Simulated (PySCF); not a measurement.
## A small calculation by hand: chemical shift, span and skew from a shielding tensor

(2R)-but-3-ene-1,2-diamine (C₄H₁₀N₂), SMILES C=C[C@@H](N)CN. Atoms are numbered in the order given.

```xyz
16

C      2.2249     0.3621    -1.0228
C      1.0658     0.5445    -0.3840
C      0.1852    -0.5522     0.1622
N      0.0621    -0.5077     1.6242
C     -1.2282    -0.5378    -0.4636
N     -2.0812     0.5921    -0.1337
H      2.6156    -0.6435    -1.2141
H      2.8274     1.2021    -1.3796
H      0.7112     1.5696    -0.2055
H      0.6416    -1.5220    -0.1032
H     -0.3238     0.3978     1.8997
H      0.9891    -0.5464     2.0488
H     -1.7419    -1.4569    -0.1375
H     -1.1249    -0.5956    -1.5602
H     -1.6600     1.4817    -0.3968
H     -2.2871     0.6236     0.8636
```
Charge 0, spin multiplicity 1.

Geometry optimised at B3LYP-D3(BJ)/def2-SVP. One conformer was computed; it need not be the lowest.

GIAO shieldings from PBE0/pcSseg-1 (PySCF), non-relativistic, no solvent. The symmetric part of the tensor of N4 has the principal values 182.6, 213.0, 246.9 ppm. The same nucleus in NH3 has σ = 267.4 ppm at this level (PySCF, at its B3LYP-D3(BJ)/def2-TZVP geometry).

Q: Work out the isotropic shielding, the ¹⁵N shift against NH3, the span and the skew.

A: 
σ(iso) = (σ11 + σ22 + σ33)/3 = 214.2 ppm. δ = σ(ref) − σ(iso) = 267.4 − (214.2) = 53.2 ppm.
Span Ω = σ33 − σ11 = 64.3 ppm. Skew κ = 3(σ(iso) − σ22)/Ω = 0.05. Tumbling in solution averages the tensor to δ; in a static solid the shielding alone would spread this spin-1/2 line over Ω.
